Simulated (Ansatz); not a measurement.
Mulliken charges of AlH6NSSi (`N[SiH2][S][AlH2]`) from ωB97M-V/def2-TZVPP in Ansatz (PBE0-D4/def2-TZVP geometry).

| atom | x (Å) | y (Å) | z (Å) | charge (e) |
| --- | --- | --- | --- | --- |
| N1 | -0.699 | 1.560 | 0.334 | -0.361 |
| Si2 | -1.225 | 0.031 | -0.222 | 0.320 |
| S3 | 0.120 | -1.070 | -1.501 | -0.300 |
| Al4 | 1.768 | -1.273 | -0.101 | 0.356 |
| H5 | -0.061 | 1.615 | 1.113 | 0.130 |
| H6 | -0.561 | 2.323 | -0.309 | 0.120 |
| H7 | -1.514 | -0.784 | 0.981 | -0.018 |
| H8 | -2.430 | 0.223 | -1.062 | -0.023 |
| H9 | 3.074 | -2.017 | -0.582 | -0.100 |
| H10 | 1.610 | -0.658 | 1.352 | -0.125 |

Question: By hand: the dipole of these point charges (1 e Å = 4.8032 D).

Answer: Σ q r = (-0.047, 0.096, 0.226) e Å, of length 0.250 e Å = 1.20 D.

Question: How does the dipole of the full density compare? (Best estimate.)

Answer: Ansatz gave: (0.162, 0.273, 0.182) e Å, 1.76 D; the point charges give 0.68 times that, at 49° from its direction.

Point charges leave out the atoms' own dipoles, such as those of lone pairs, and Mulliken's split depends on the basis, so the two needn't agree.
